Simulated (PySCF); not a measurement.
disilinane (C₄H₁₂Si₂), SMILES [SiH2]1CCCC[SiH2]1.

Coordinates come from a TPSSh-D3(BJ)/def2-SVP optimisation. One conformer was computed; it need not be the lowest.

Two levels are set side by side: PBE/def2-TZVP (PySCF) and M06-2X/def2-TZVP (PySCF). Same geometry, gas phase. Differences are taken from unrounded values.

```tsv
quantity	M06-2X
orbital gap (eV)	9.37
highest occupied level (eV)	-8.40
lowest empty level (eV)	0.97
dipole moment (D)	1.08
```

What does PBE give, and how far is it from M06-2X? (The exact figures need the calculation; the answer reports its results.)


```json
[
 {"quantity": "orbital gap (eV)", "PBE": "5.74", "PBE minus M06-2X": "-3.62"},
 {"quantity": "highest occupied level (eV)", "PBE": "-6.29", "PBE minus M06-2X": "2.11"},
 {"quantity": "lowest empty level (eV)", "PBE": "-0.54", "PBE minus M06-2X": "-1.51"},
 {"quantity": "dipole moment (D)", "PBE": "1.37", "PBE minus M06-2X": "0.29"}
]
```

PBE's occupied levels lie high since its potential decays too fast outside the molecule; exact exchange lowers them and widens the gap. Differences between two approximate levels are no errors against the true value.

Rough cost on one machine, each run with all the roots and properties that it gave: M06-2X against PBE within a factor of 2.
